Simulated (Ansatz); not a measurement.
`CO[B]S` radical, charge 0, multiplicity 2.

Problem. Give a relaxed structure at PBE0-D4/def2-TZVP (the Gaussian-basis code of Ansatz). (Estimate.)

Solution. Computed: 
Z-matrix (Å, degrees):
```
C
O 1 1.425
H 1 1.093 2 110.3
H 1 1.089 2 107.6 3 119.5
H 1 1.093 2 110.3 3 -121.0
B 2 1.327 1 123.3 3 60.6
S 6 1.805 2 125.8 1 -0.0
H 7 1.341 6 95.5 2 180.0
```
Point group Cs.
